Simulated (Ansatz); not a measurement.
`O[SiH2][SiH](F)F` → `F[SiH]F`• + `O[SiH2]`•  (homolysis of the Si–Si bond)

Isolated molecules relaxed with PBE0-D4/def2-TZVP in Ansatz; ΔE leaves out vibrations. CCSD(T)/CBS is the MP2 limit (def2-TZVPP, def2-QZVPP) plus CCSD(T) − MP2 in def2-TZVPP, frozen cores. This one scheme is used for every species. Functionals use def2-TZVPP. Open shells (•) are unrestricted, without spin–orbit coupling. One conformer a species, not always the lowest.

`O[SiH2][SiH](F)F`:

```xyz
9

O    -1.342   -0.736    1.379
Si    0.085   -0.905    0.570
Si    0.376    0.813   -1.015
F     0.061    2.201   -0.286
F    -0.675    0.677   -2.206
H    -1.527    0.107    1.795
H     0.040   -2.229   -0.094
H     1.262   -0.863    1.486
H     1.721    0.933   -1.630
```

`F[SiH]F`•:

Z-matrix (Å, degrees):
```
Si
F 1 1.592
F 1 1.592 2 107.3
H 1 1.493 2 107.6 3 -115.6
```

`O[SiH2]`•:

```xyz
5

O     0.065    0.785   -0.802
Si    0.008   -0.617    0.071
H     0.887    1.278   -0.788
H     0.454   -0.394    1.482
H    -1.414   -1.052    0.037
```

| level | ΔE (eV) | difference from CCSD(T)/CBS |
| --- | --- | --- |
| PBE0-D4 | 3.34 | -0.18 |
| ωB97X-V | 3.53 | 0.01 |
| B2PLYP | 3.28 | -0.24 |
| PBE | 3.19 | -0.33 |
| r2SCAN | 3.17 | -0.35 |
| PBE0 | 3.26 | -0.26 |
| HF/def2-TZVPP | 2.56 | -0.96 |
| SCS-MP2/def2-TZVPP | 3.42 | -0.10 |
| HF/def2-QZVPP | 2.54 | -0.98 |
| SCS-MP2/def2-QZVPP | 3.49 | -0.03 |
| CCSD(T)/CBS | 3.52 | 0 |

Largest T1 diagnostic among the species: 0.015.

From PBE to PBE0 (25 % exact exchange), in def2-TZVPP and without D4, ΔE moves by +0.08 eV. In def2-TZVPP, CCSD(T) changes the Hartree–Fock value by +0.84 eV (the triples alone add +0.04 eV) and MP2 by +0.81 eV; breaking electron pairs costs correlation energy, which Hartree–Fock lacks. The D4 term adds +0.13 eV with B3LYP and +0.07 eV with PBE0; it sums over pairs of atoms, weighted by their polarisabilities, and B3LYP, whose exchange is more repulsive, gets the larger term.

CCSD(T)/CBS has its own doubt, a few kJ/mol and more with outer-core shells, so smaller differences from it don't rank the levels.

B3LYP here is the variant with VWN-RPA as its local correlation; programs differ in this.
